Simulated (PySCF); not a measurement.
Molecular orbitals of LaF

RHF at R = 2.046 Å; PySCF, spin-free X2C with a Gaussian nucleus, basis sets La x2c-TZVPPall, F x2c-TZVPPall. State: singlet, about 0.1 electrons in the 4f shell (Mulliken). Only the outer orbitals are listed, counted within each symmetry.

```csv
orbital,occ.,ε (eV),on La (%),main shells (%)
12σ,2,-41.98,9,90 F s
6π,2,-29.44,99,100 La p
6π,2,-29.44,99,100 La p
13σ,2,-29.22,89,89 La p
7π,2,-16.78,7,93 F p
7π,2,-16.78,7,93 F p
14σ,2,-16.59,16,83 F p
15σ,2,-5.22,100,87 La s
8π,0,0.32,100,"89 La p, 11 La d"
8π,0,0.32,100,"89 La p, 11 La d"
16σ,0,0.66,99,"70 La p, 27 La d"
```

Q: Which are the highest filled and the lowest empty level, where do they sit, and how wide is the gap?

A: Highest filled 15σ at -5.22 eV (in %: 87 La s); lowest empty 8π at 0.32 eV (in %: 89 La p, 11 La d); the gap at RHF is 5.54 eV. An empty level above zero is unbound, and its energy depends on the basis.

The bond order (Mayer) is 0.83, the ⟨S²⟩ is 0.000 and the charge on La (Mulliken, basis-dependent) is 0.51. The charge on La (Löwdin, basis-dependent) is 0.14 and the dipole moment (positive dipole means La(−)F(+)) is -1.51 D. The polarisability along the bond is 162.1 bohr³ and the polarisability across the bond is 231.9 bohr³.

Spin–orbit coupling is left out.
